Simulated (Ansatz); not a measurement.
Reaction (ligand exchange at the In–C bond): `F[CH2][InH][F]` + H₂S → `[F][InH][SH]` + `CF`

Computed with Ansatz on PBE0-D4/def2-TZVP structures; ΔE is electronic, products minus reactants. CBS: MP2 limit from def2 TZ/QZ plus the TZ coupled-cluster correction, frozen cores. This one scheme is used for every species. Functionals use def2-TZVPP. B3LYP here is the variant with VWN-RPA as its local correlation; programs differ in this. HSE06 is defined as in plane-wave codes. def2 core potentials past Kr. For In outer-core shells are correlated without core-valence functions, which leaves a few kJ/mol of doubt a bond. Each species was taken in one conformer, which may not be the lowest.

(1) Is it downhill or uphill in electronic energy at CCSD(T)/CBS, and by how much? (Best estimate.)

(2) What do these levels give: PBE-D4, B3LYP-D4, r2SCANh-D4, revPBE, r2SCAN0, HSE06, LC-ωPBE, MP2/def2-SVP, CCSD/def2-SVP, CCSD(T)/def2-SVP, CCSD(T)/def2-TZVPP, MP2/CBS(def2)? (Best estimate.)

Largest T1 diagnostic among the species: 0.016.

Answers

(1) Computed: Downhill: ΔE = -1.34 eV.

(2) The calculation gave: PBE-D4 -1.26, B3LYP-D4 -1.30, r2SCANh-D4 -1.36, revPBE -1.26, r2SCAN0 -1.38, HSE06 -1.34, LC-ωPBE -1.30, MP2/def2-SVP -1.44, CCSD/def2-SVP -1.39, CCSD(T)/def2-SVP -1.39, CCSD(T)/def2-TZVPP -1.31, MP2/CBS(def2) -1.39 eV.

At CCSD(T), def2-SVP lies −0.05 eV from the extrapolated value and def2-TZVPP +0.03 eV. From r2SCAN to r2SCAN0 (25 % exact exchange), in def2-TZVPP and without D4, ΔE moves by −0.04 eV.
